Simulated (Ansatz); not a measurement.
Species: ScO, net charge 0, doublet state. The spin state was set by rule; other spins were not relaxed. 
Geometry from a B3LYP-D3(BJ)/def2-TZVP (Ansatz, an electronic-structure program) optimisation:
```xyz
2

Sc     0.0000     0.0000    -0.4583
O      0.0000     0.0000     1.2031
```
Charge 0, spin multiplicity 2.

Basis-set convergence of Hartree-Fock and CCSD correlation energies (hartree) with Ansatz. Valence correlation only, unless marked. UHF or UKS for open shells. Spin-orbit coupling is left out. The frozen core is the preceding noble-gas configuration, with the filled d and f shells of earlier blocks. Non-relativistic.

```
basis       functions       E(HF)  E(corr, CCSD)
----------  ---------  ----------  -------------
def2-SVP           45  -834.45804       -0.25247
def2-TZVPP         95  -834.65591       -0.30484
def2-QZVPP        150  -834.67381       -0.32287
```

Extrapolating the two largest sets (X = 3 and 4) as X^-3: E(corr) = (64·(-0.32287) - 27·(-0.30484))/37 = -0.3360 Eh, an estimate of the basis-set limit. The largest set recovers 96.1 % of it, the smallest 75.1 %.
